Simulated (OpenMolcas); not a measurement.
## How basis sets differ on AlBH2OF2 (SMILES O[B](F)[AlH][F])

AlBH2OF2 has 7 atoms, charge 0, and is taken as a singlet. SMILES: `O[B](F)[AlH][F]`. The shape is that of a PBE0-D4/def2-TZVP optimisation. This is one conformer, not always the lowest.

Each level gives the HOMO–LUMO gap (eV). The values are calculated.

```csv
level,kind,program,value (eV),CPU time
HF/ANO-RCC-MB (DKH2),Hartree–Fock,OpenMolcas,11.97,2.3 s
HF/ANO-XS-MB (DKH2),Hartree–Fock,OpenMolcas,11.80,1.8 s
HF/STO-3G,Hartree–Fock,OpenMolcas,14.78,1.7 s
HF/3-21G,Hartree–Fock,OpenMolcas,11.66,2 s
HF/6-31G* (spherical functions),Hartree–Fock,OpenMolcas,11.77,5.4 s
```

The values span 11.66 to 14.78 eV. A Hartree–Fock LUMO above zero doesn't converge with the basis: it sinks as sets grow more diffuse. Orbital gaps aren't excitation energies. CPU times are rough (shared hosts, several kinds of processor and program).
